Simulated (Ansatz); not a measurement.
A made-up structure of CH2BGe, doublet:

```csv
atom,x (Å),y (Å),z (Å)
B1,-0.0847,-1.5138,1.9530
C2,-0.0386,-0.6866,0.8855
Ge3,0.0215,0.3847,-0.4964
H4,-0.7450,0.1398,-1.8012
H5,0.0001,-2.5035,2.5326
```

It is relaxed with PBE-D4/def2-SVP and then PBE0-D4/def2-TZVP (Ansatz 0.2.0). Atoms count as bonded within 1.22 times the sum of their covalent radii (H–H: 0.88 Å). The end point is not checked to be a true minimum.

(1) Does its bonding change? (A judgement: the text doesn't fix the answer.)

Answers

(1) Computed: No: no bond forms or breaks.

Where it ends: The first stage lowers the energy by 0.35 eV in 7 steps. It ends as CH₂BGe ([BH][C][GeH]):
```xyz
5
angstrom
B -0.0386 -1.6468 1.8213
C -0.1658 -0.8940 0.6872
Ge 0.0169 0.5020 -0.4074
H -0.6886 0.2100 -1.7861
H 0.0293 -2.3505 2.7586
```

Labels in which every atom is bracketed show which atoms are joined, not bond orders.

For scale, one of the runs: PBE0-D4/def2-TZVP relaxation, 122 basis functions, launched by `ansatz run in.yaml --threads 2 --pin off --events-out ev --progress --plain --max-ram 4352MiB`. The run took about 20 s on 2 CPU threads of an INTEL XEON PLATINUM 8581C (shared host).
